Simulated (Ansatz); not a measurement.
C9H20, SMILES `CC(C)CCC(C)(C)C`, relaxed with RKS PBE0-D4/def2-TZVP in Ansatz from a PBE-D4/def2-SVP geometry. The force threshold is 0.005 eV/Å; the program also tests the step.

Charge 0, multiplicity 1.

Start:

```xyz
29

C     2.184   -1.980    0.228
C     0.981   -1.658    1.124
C     1.376   -1.723    2.605
C     0.344   -0.294    0.793
C    -0.241   -0.186   -0.618
C    -1.022    1.111   -0.957
C    -0.121    2.349   -0.791
C    -1.480    1.018   -2.425
C    -2.265    1.254   -0.058
H     1.911   -2.020   -0.845
H     2.631   -2.961    0.493
H     2.978   -1.211    0.344
H     0.204   -2.439    0.944
H     2.147   -0.959    2.842
H     0.506   -1.533    3.267
H     1.796   -2.714    2.873
H    -0.453   -0.097    1.542
H     1.111    0.498    0.951
H     0.574   -0.294   -1.366
H    -0.922   -1.052   -0.789
H    -0.653    3.270   -1.110
H     0.798    2.262   -1.407
H     0.191    2.496    0.263
H    -2.131    0.133   -2.586
H    -0.612    0.926   -3.110
H    -2.054    1.919   -2.725
H    -2.929    0.369   -0.147
H    -2.857    2.148   -0.345
H    -1.994    1.368    1.011
```

```csv
step,energy (eV),largest force (eV/Å),largest move (Å)
1,-9652.2764,0.521,0.000
2,-9652.3800,0.146,0.039
3,-9652.3890,0.038,0.010
4,-9652.3893,0.015,0.005
5,-9652.3893,0.001,0.004
```

End:

```xyz
29

C     2.159   -1.957    0.222
C     0.965   -1.644    1.113
C     1.366   -1.705    2.579
C     0.338   -0.290    0.790
C    -0.240   -0.188   -0.612
C    -1.011    1.098   -0.946
C    -0.116    2.323   -0.779
C    -1.462    1.009   -2.402
C    -2.245    1.242   -0.059
H     1.886   -2.004   -0.834
H     2.606   -2.918    0.490
H     2.933   -1.190    0.334
H     0.200   -2.414    0.938
H     2.128   -0.951    2.802
H     0.512   -1.517    3.234
H     1.781   -2.682    2.839
H    -0.449   -0.096    1.527
H     1.098    0.487    0.941
H     0.566   -0.291   -1.347
H    -0.913   -1.040   -0.779
H    -0.641    3.229   -1.097
H     0.791    2.232   -1.384
H     0.185    2.465    0.261
H    -2.106    0.138   -2.561
H    -0.604    0.918   -3.074
H    -2.025    1.900   -2.694
H    -2.895    0.366   -0.144
H    -2.828    2.119   -0.352
H    -1.979    1.363    0.994
```

It took 14 s on 4 threads of an AMD EPYC 7R13 on a shared host and a share of an NVIDIA H100 80 GB, with 1.5 GiB of host memory at the peak.
